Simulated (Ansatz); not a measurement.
Consider the formal exchange of groups at the Se–Ge bond: `[CH3][GeH]([Cl])[SeH]` + `CC[SiH3]` → `[SiH3]CC[SeH]` + `[CH3][GeH2][Cl]`.

Gas-phase electronic energies from Ansatz, PBE0-D4/def2-TZVP geometries. CBS: MP2 limit from def2 TZ/QZ plus the TZ coupled-cluster correction, frozen cores. DFT in def2-TZVPP. B3LYP here is the variant with VWN-RPA as its local correlation; programs differ in this. For Ge, Se outer-core shells are correlated without core-valence functions, which leaves a few kJ/mol of doubt a bond. Scalar relativity is left out up to krypton. One conformer a species, not always the lowest.

```csv
level,ΔE (kJ/mol),difference from CCSD(T)/CBS
PBE-D4,109.2,1.9
r2SCAN-D4,111.9,4.6
PBE0-D4,111.3,4.0
B3LYP-D4,110.4,3.1
ωB97X-V,106.7,-0.6
ωB97M-V,108.7,1.4
B2PLYP,108.8,1.5
PBE,108.3,1.0
r2SCAN,111.9,4.6
PBE0,110.4,3.1
B3LYP,109.0,1.7
HF/def2-TZVPP,111.2,3.9
MP2/def2-TZVPP,108.7,1.4
SCS-MP2/def2-TZVPP,105.7,-1.6
CCSD/def2-TZVPP,105.8,-1.5
CCSD(T)/def2-TZVPP,105.3,-2.0
HF/def2-QZVPP,110.2,2.9
MP2/def2-QZVPP,109.4,2.1
SCS-MP2/def2-QZVPP,106.2,-1.1
HF/CBS(def2),110.0,2.7
MP2/CBS(def2),110.7,3.4
CCSD/CBS(def2),107.8,0.5
CCSD(T)/CBS,107.3,0
```

Largest T1 diagnostic among the species: 0.010.
